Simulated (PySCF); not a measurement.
SeBr and its ions

UHF-CCSD(T); basis Se cc-pVDZ-PP with ECP10, Br cc-pVDZ-PP with ECP10; scalar-relativistic core potentials; PySCF 2.14. Neutral (UHF): doublet (π ↑), Re = 2.315 Å, ωe = 307 cm⁻¹, De = 1.87 eV.

SeBr⁺ (UHF): triplet (π ↑↑), Re = 2.213 Å, ωe = 361 cm⁻¹, De = 2.19 eV to Se⁺ + Br. The energies at the minima are -787.60941 hartree for SeBr and -787.29188 for SeBr⁺.

(1) Work out the adiabatic ionisation energy, without and with harmonic zero-point energies (1 hartree = 27.2114 eV, 1 eV = 8065.5 cm⁻¹), and the change of the bond length.

Correlated steps freeze 8 core orbitals. Correlated levels converge slowly with the basis: in double zeta they bind strong bonds too weakly, by up to about 1 eV, and carry superposition errors of some tenths. Spin–orbit coupling is left out. For an ion De counts to the pair picked by the measured ionisation energies or electron affinities, which need not be the lowest pair at this level. States were picked by a PBE0 search and need not be the measured ground states.

Answers

(1) At UHF-CCSD(T): 0.31753 hartree = 8.640 eV between the minima; the zero-point term (361.0 − 307.0)/2 cm⁻¹ = +0.003 eV makes it 8.644 eV. Re changes by -10.2 pm against the neutral. The electron leaves a π orbital, and the shorter bond of the ion fits an antibonding orbital, or a change in how ionic the bond is.
